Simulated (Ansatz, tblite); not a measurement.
Forces on In4Sb4H14, a cluster cut from wurtzite InSb (hydrogen-capped) at its r2SCAN-D4/def2-SVP geometry. Total charge 0; singlet.

In the def2 sets In, Sb take a core potential; there is no spin–orbit coupling. The xTB rows come from tblite. Single mean-field runs in def2-TZVP are fitted with def2-universal-jkfit.

GFN2-xTB (tblite), largest force 0.41 eV/Å:

```xyz
22
positions Å, forces eV/Å
In    2.799    1.650   -0.326   -0.350   -0.206    0.035
Sb    0.715    1.262   -2.397    0.141    0.051    0.077
In    1.325   -2.673    1.331   -0.168    0.330   -0.169
Sb    1.426    0.159    1.684    0.073    0.008    0.087
Sb   -0.605   -2.579   -0.916    0.105   -0.059    0.118
In   -1.708   -0.191   -2.015    0.177    0.020    0.207
In   -0.887    1.387    2.822    0.106   -0.171   -0.354
Sb   -2.570    1.040    0.408    0.049    0.042    0.156
H     4.123    0.755   -0.975    0.043    0.127    0.004
H     2.696    3.346   -0.025    0.123   -0.019   -0.050
H     1.345    0.623   -3.844   -0.117    0.162    0.067
H     0.200    2.731   -3.089    0.075   -0.190   -0.058
H     2.752   -3.256    0.555   -0.033   -0.095    0.089
H     0.397   -3.425    2.575    0.100   -0.085   -0.025
H     2.527    0.282    2.984   -0.087   -0.010   -0.102
H    -0.055   -3.436   -2.282   -0.169    0.011    0.128
H    -1.965   -3.570   -0.651    0.150    0.033   -0.145
H    -2.819   -0.315   -3.326   -0.156   -0.017   -0.183
H    -0.711    3.101    2.896   -0.067   -0.034    0.112
H    -1.659    0.339    3.953   -0.013    0.123    0.052
H    -3.274    2.502   -0.111   -0.056   -0.198    0.050
H    -4.050    0.269    0.749    0.074    0.175   -0.093
```

r2SCAN-D4/def2-TZVP (Ansatz), largest force 0.11 eV/Å:

```
In -0.006 0.000 -0.008
Sb -0.014 0.024 -0.088
In -0.006 -0.002 -0.008
Sb 0.037 0.004 0.044
Sb -0.043 -0.060 -0.056
In 0.005 0.001 0.006
In -0.007 0.000 -0.007
Sb -0.086 0.020 -0.027
H -0.073 0.050 0.038
H 0.006 -0.095 -0.016
H -0.043 0.041 0.097
H 0.032 -0.098 0.048
H -0.079 0.033 0.044
H 0.053 0.043 -0.069
H -0.070 -0.008 -0.083
H -0.037 0.059 0.090
H 0.090 0.068 -0.017
H 0.058 0.006 0.068
H -0.009 -0.096 -0.003
H 0.044 0.058 -0.063
H 0.048 -0.098 0.033
H 0.100 0.050 -0.024
```

B97M-V/def2-TZVP (Ansatz), largest force 0.21 eV/Å:

```
In -0.043 -0.032 0.021
Sb 0.022 0.081 -0.191
In -0.014 0.054 -0.012
Sb 0.092 0.010 0.108
Sb -0.066 -0.175 -0.092
In 0.009 0.001 0.011
In 0.030 -0.026 -0.041
Sb -0.198 0.067 -0.003
H 0.134 -0.055 -0.052
H 0.021 0.151 0.023
H 0.004 -0.001 0.032
H 0.011 -0.013 0.028
H 0.128 -0.072 -0.047
H -0.059 -0.085 0.114
H -0.006 -0.001 -0.007
H 0.010 0.018 0.025
H 0.022 0.019 0.016
H -0.093 -0.010 -0.109
H 0.007 0.150 0.035
H -0.068 -0.070 0.119
H 0.026 -0.012 0.014
H 0.031 0.001 0.009
```
